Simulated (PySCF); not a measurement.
GeHCl, SMILES [Cl][GeH] (connectivity only; charge and spin as stated), neutral, multiplicity 1.

The structure is a stationary point at ωB97X-D3(BJ)/def2-TZVP.

These are TDDFT-CAM-B3LYP/def2-TZVPD in PySCF values and carry that method's errors.

Vertical excitations.  State labels are in the subgroup Cs.

```tsv
state	symmetry	energy (eV)	λ (nm)	f	main pairs
S1	A"	2.71	457	0.010	HOMO→LUMO 100 %
S2	A"	5.05	246	0.009	HOMO−1→LUMO 99 %
S3	A'	5.46	227	0.013	HOMO→LUMO+1 69 %, HOMO−2→LUMO 28 %
S4	A'	5.78	215	0.103	HOMO−2→LUMO 67 %, HOMO→LUMO+1 25 %
S5	A"	5.80	214	0.003	HOMO−3→LUMO 99 %
S6	A'	6.52	190	0.143	HOMO→LUMO+2 95 %
S7	A'	7.74	160	0.084	HOMO→LUMO+6 41 %, HOMO→LUMO+3 35 %, HOMO−1→LUMO+1 15 %
S8	A"	7.81	159	0.010	HOMO−2→LUMO+1 92 %
S9	A'	7.89	157	0.151	HOMO−1→LUMO+1 57 %, HOMO→LUMO+3 27 %
S10	A"	8.00	155	0.005	HOMO→LUMO+5 97 %
T1	A"	1.77	702	0	HOMO→LUMO 97 %
T2	A"	4.63	268	0	HOMO−1→LUMO 92 %
T3	A'	4.69	264	0	HOMO→LUMO+1 89 %
T4	A'	4.78	259	0	HOMO−2→LUMO 98 %
```
Triplets are in the Tamm–Dancoff approximation, which puts them higher than full response would, so one can lie above its singlet here.
